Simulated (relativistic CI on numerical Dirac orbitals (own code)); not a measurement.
A reference radial Dirac CI calculation of Hg gave the lowest total energy -19610.64917 Ha in 68 SCF steps, from this input:

```
atom Hg  Z=80  charge=0  electrons=80
nucleus A=202  rms_radius_fm=5.4648
hamiltonian dirac-coulomb  breit=on  qed=on  c_scale=1
orbitals kli  potential=per-configuration
slater_scale 1
correlation none
mixing on
grid step=0.0125 r_max=323.6
scf mixing=0.4 start=green max_iterations=150 tolerance=2e-08 node_fill=0.05
configurations
  [Xe] 4f14 5d10 6s2
  [Xe] 4f14 5d10 6s 6p
  [Xe] 4f14 5d10 6s 6d
  [Xe] 4f14 5d10 6p2
  [Xe] 4f14 5d10 6s 7s
end
```

One setting was then changed, and the output read:

```
SCF 1: [Xe] 4f14 5d10 6s2
 iter      energy (Ha)   residual   last orbital (Ha)
    1    -19629.272907   2.50e+00     -0.75297
    2    -19647.759922   6.30e-01     -0.36600
    3    -19648.576061   3.05e-01     -0.33651
    4    -19648.816126   8.69e-02     -0.34835
    5    -19648.819896   3.80e-02     -0.34001
    6    -19648.818579   3.14e-03     -0.32976
    7    -19648.819014   1.33e-03     -0.32994
    8    -19648.819260   4.09e-04     -0.33022
    9    -19648.819202   5.26e-05     -0.33012
   10    -19648.819208   3.98e-06     -0.33014
   11    -19648.819208   6.99e-07     -0.33014
   12    -19648.819208   3.80e-07     -0.33014
   13    -19648.819208   2.64e-08     -0.33014
   14    -19648.819208   1.88e-09     -0.33014
SCF 2: [Xe] 4f14 5d10 6s 6p
 iter      energy (Ha)   residual   last orbital (Ha)
    1    -19629.425325   2.47e+00     -0.29765
    2    -19647.586798   6.30e-01     -0.15083
    3    -19648.415254   3.06e-01     -0.14572
    4    -19648.655888   7.78e-02     -0.15271
    5    -19648.658452   4.26e-02     -0.15046
    6    -19648.656701   7.54e-03     -0.14588
    7    -19648.657673   1.56e-03     -0.14631
    8    -19648.657912   2.48e-04     -0.14640
    9    -19648.657874   4.62e-05     -0.14637
   10    -19648.657879   1.11e-05     -0.14637
   11    -19648.657881   2.21e-06     -0.14637
   12    -19648.657881   3.06e-08     -0.14637
   13    -19648.657881   3.30e-08     -0.14637
   14    -19648.657881   1.72e-10     -0.14637
      ... 27 steps not shown
SCF 5: [Xe] 4f14 5d10 6s 7s
 iter      energy (Ha)   residual   last orbital (Ha)
    1    -19629.813406   2.43e+00     -0.11778
    2    -19647.496934   6.33e-01     -0.09468
    3    -19648.361540   3.00e-01     -0.09134
    4    -19648.597053   8.42e-02     -0.09090
    5    -19648.598940   2.51e-02     -0.09060
    6    -19648.597132   5.48e-03     -0.09042
    7    -19648.597820   8.18e-04     -0.09046
    8    -19648.597941   6.75e-05     -0.09046
    9    -19648.597925   4.86e-05     -0.09046
   10    -19648.597932   2.72e-06     -0.09046
   11    -19648.597932   1.36e-06     -0.09046
   12    -19648.597932   7.27e-08     -0.09046
   13    -19648.597932   1.98e-09     -0.09046
orbital energies (Ha): 4f5/2 -3.7197  4f7/2 -3.5663  5s -4.3939  5p1/2 -3.0032  5p3/2 -2.3436  5d3/2 -0.4902  5d5/2 -0.4239  6s -0.3301
configuration averages (Ha): Dirac-Coulomb, Breit, QED
  6s2                         -19648.819208    0.000000   15.540055
  6s 6p                       -19648.657881    0.000000   15.539190
  6s 6d                       -19648.562196    0.000000   15.539238
  6p2                         -19648.428875    0.000000   15.538179
  6s 7s                       -19648.597932    0.000000   15.539292
levels: no., configuration, term, J, E (cm-1), weight
   1 6s2                    1S   0                0.0  0.96
   2 6s 6p                  3P*  0            29568.5  1.00
   3 6s 6p                  3P*  1            31818.6  0.99
   4 6s 6p                  3P*  2            36271.0  1.00
   5 6s 7s                  3S   1            51552.6  1.00
   6 6s 7s                  1S   0            53458.4  0.99
   7 6s 6p                  1P*  1            53464.0  0.99
   8 6s 6d                  1D   2            59536.3  0.98
   9 6s 6d                  3D   1            59810.2  1.00
  10 6s 6d                  3D   2            59830.7  1.00
  11 6s 6d                  3D   3            59866.3  1.00
  12 6p2                    3P   0            81677.3  0.96
  13 6p2                    3P   1            83868.4  1.00
  14 6p2                    3P   2            86604.3  0.80
lowest total energy -19633.295922 Ha
end: converged
```

Q: Which setting was changed?
A. end of the grid
B. start potential
C. Breit term
D. charge

A: C. The Breit term off.
